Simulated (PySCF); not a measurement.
# Ionisation energy of Pm³⁺ by level of theory

Pm³⁺ [Xe] 4f4 [4f5/2^4, M_J = 4] → Pm⁴⁺ [Xe] 4f3 [4f5/2^3, M_J = 9/2], as a difference of total energies. Calculation: PySCF 2.14, in x2c-TZVPall-2c (11s11p10d4f1g, 131 functions); the two-component X2C-1e Hamiltonian. Correlated levels: [Ar] 3d10 frozen; the 18 highest virtual spinors dropped. "Screened" scales the spin-orbit matrix elements by Boettger's factors to mimic the two-electron term; Breit and QED terms are absent.

| method | ionisation energy (eV) |
| --- | --- |
| GHF (spin-free) | 39.257 |
| GMP2 (spin-free) | 39.874 |
| GHF (screened spin-orbit) | 39.141 |
| GMP2 (screened spin-orbit) | 39.761 |

Question: How much does correlation contribute at GMP2 (screened spin-orbit)?

Answer: 39.761 − (39.141) = 0.620 eV, measured against GHF (screened spin-orbit).

The spin-free rows relax to the high-spin LS determinant and lack the spin-orbit shift.

The labels give the starting determinants; with spin-orbit coupling the two ends relaxed to ⟨J²⟩ = 23.36, ⟨L²⟩ = 41.84, ⟨S²⟩ = 5.98 and ⟨J²⟩ = 26.71, ⟨L²⟩ = 41.65, ⟨S²⟩ = 3.70.

The determinant of Pm³⁺ and of Pm⁴⁺ mixes levels of different J (the jj label is only the starting occupation), so the difference between spin-free and spin-orbit rows is not the physical spin-orbit shift.

For comparison: 41.17 ± 0.09 eV (semi-empirical (NIST evaluation); NIST Atomic Spectra Database, ionization energies).
